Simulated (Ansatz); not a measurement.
Ansatz (a quantum-chemistry and plane-wave program) input (PBE/def2-TZVP):

Ansatz 0.2 input:
```yaml
crystal:
  periodic: [false, false, false]
  atoms:
    - {symbol: C, position_ang: [1.08331416, -0.36964599, 0.01428232]}
    - {symbol: C, position_ang: [-0.11449762, 0.29184644, -0.57145929]}
    - {symbol: O, position_ang: [-1.13643185, 0.27846473, 0.23147453]}
    - {symbol: H, position_ang: [1.39523303, -1.17287007, -0.65956252]}
    - {symbol: H, position_ang: [1.90627708, 0.35094910, 0.01626492]}
    - {symbol: H, position_ang: [0.93967941, -0.77368304, 1.03389627]}
    - {symbol: H, position_ang: [-0.96263393, -0.16531657, 1.10066690]}
basis:
  gaussian:
    orbitals: def2-TZVP
hamiltonian:
  xc: {name: PBE}
relax: {f_tol: 0.003, max_steps: 100}
```

End of the output:

```
mean field evaluation 32: about -4180.1894 eV, gradient 2.6e-5 eV
mean field -4180.18940143 eV, -153.6191270684 hartree, gradient 2.6e-5 eV, S^2 0.000000; 0 other end points of the search recorded, 0 dependent functions left out
the calculation of the forces begins
reference -4180.18943429 eV, -153.6191282759 hartree; 12, 12 occupied and 105, 105 virtual orbitals, 687 factors
relax step   3: F+E_penalty+E_count = -4180.18940143 eV  Δ(F+E_penalty+E_count) = -1.619e-3 eV  max|allowed force component| = 3.031e-2 eV/Å  Δτ_max = 0.0049 Å  (34 SCF iters, accepted)
these checks for a lower state are left out or cut short: starts, cluster_reference, orbital_swaps, neighbouring_geometries, increment
integrals: 0.03 GiB planned
687 factors; their error is unknown
mean field: 0.28 GiB planned
mean field -4180.18943244 eV, -153.6191282081 hartree, gradient 2.6e-5 eV, S^2 0.000000; 0 other end points of the search recorded, 0 dependent functions left out
the calculation of the forces begins
reference -4180.18946529 eV, -153.6191294153 hartree; 12, 12 occupied and 105, 105 virtual orbitals, 687 factors
relax step   4: F+E_penalty+E_count = -4180.18943244 eV  Δ(F+E_penalty+E_count) = -3.101e-5 eV  max|allowed force component| = 1.454e-2 eV/Å  Δτ_max = 0.0009 Å  (35 SCF iters, accepted)
these checks for a lower state are left out or cut short: starts, cluster_reference, orbital_swaps, neighbouring_geometries, increment
integrals: 0.03 GiB planned
687 factors; their error is unknown
mean field: 0.28 GiB planned
mean field -4180.18943140 eV, -153.6191281698 hartree, gradient 2.6e-5 eV, S^2 0.000000; 0 other end points of the search recorded, 0 dependent functions left out
the calculation of the forces begins
reference -4180.18946424 eV, -153.6191293766 hartree; 12, 12 occupied and 105, 105 virtual orbitals, 687 factors
relax step   5: F+E_penalty+E_count = -4180.18943140 eV  Δ(F+E_penalty+E_count) = +1.044e-6 eV  max|allowed force component| = 1.393e-2 eV/Å  Δτ_max = 0.0018 Å  (34 SCF iters, rejected (line search))
these checks for a lower state are left out or cut short: starts, cluster_reference, orbital_swaps, neighbouring_geometries, increment
integrals: 0.03 GiB planned
687 factors; their error is unknown
mean field: 0.28 GiB planned
mean field -4180.18943916 eV, -153.6191284550 hartree, gradient 2.6e-5 eV, S^2 0.000000; 0 other end points of the search recorded, 0 dependent functions left out
the calculation of the forces begins
reference -4180.18947200 eV, -153.6191296618 hartree; 12, 12 occupied and 105, 105 virtual orbitals, 687 factors
relax step   6: F+E_penalty+E_count = -4180.18943916 eV  Δ(F+E_penalty+E_count) = -6.716e-6 eV  max|allowed force component| = 1.727e-3 eV/Å  Δτ_max = 0.0007 Å  (34 SCF iters, accepted)
integrals: 0.03 GiB planned
687 factors; their error is unknown
mean field: 0.28 GiB planned
mean field evaluation 64: about -4180.1894 eV, gradient 2.6e-5 eV
mean field -4180.18943916 eV, -153.6191284550 hartree, gradient 2.6e-5 eV, S^2 0.000000; 1 other end points of the search recorded, 0 dependent functions left out
the calculation of the forces begins
reference -4180.18947200 eV, -153.6191296618 hartree; 12, 12 occupied and 105, 105 virtual orbitals, 687 factors
Total energy: -4180.18947200 eV, -153.6191296618 hartree
Atom 0 at     1.081252    -0.368273     0.012746 Å, force    -0.000522    -0.000591     0.001727 eV/Å
Atom 1 at    -0.113820     0.293525    -0.575756 Å, force     0.000266     0.000591    -0.001534 eV/Å
Atom 2 at    -1.141900     0.282273     0.227022 Å, force     0.000475    -0.000300     0.000318 eV/Å
Atom 3 at     1.400484    -1.176924    -0.665354 Å, force    -0.000292     0.000293    -0.000143 eV/Å
Atom 4 at     1.914019     0.354322     0.013768 Å, force    -0.000359     0.000092    -0.000232 eV/Å
Atom 5 at     0.931144    -0.774462     1.042107 Å, force     0.000477    -0.000023    -0.000308 eV/Å
Atom 6 at    -0.960238    -0.170717     1.111031 Å, force    -0.000045    -0.000062     0.000173 eV/Å
Dipole moment:     0.259606    -0.306679     0.495176 e Å
```
